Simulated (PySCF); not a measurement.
Computed shifts of a molecule C3H9N, PySCF with PBE/pcSseg-1, GIAO, gas phase, equivalent atoms averaged, in ppm (number of nuclei): ¹³C: 54.5 (1), 42.6 (1), 20.4 (1). ¹⁵N: 62.6 (1). ¹H: 2.97 (1), 2.86 (3), 2.67 (1), 1.45 (3), -0.42 (1). References: ¹³C against TMS (σ = 182.0 ppm); ¹⁵N against NH3 (σ = 267.0 ppm); ¹H against TMS (σ = 31.49 ppm), references at their B3LYP-D3(BJ)/def2-TZVP geometries, non-relativistic. Geometry: B3LYP-D3(BJ)/def2-SVP. The values are those of a single conformer.

**Question.** Which structure fits?
A) CC(C)N
B) CN(C)C
C) CCCN
D) CCNC

**Answer.** D, CCNC
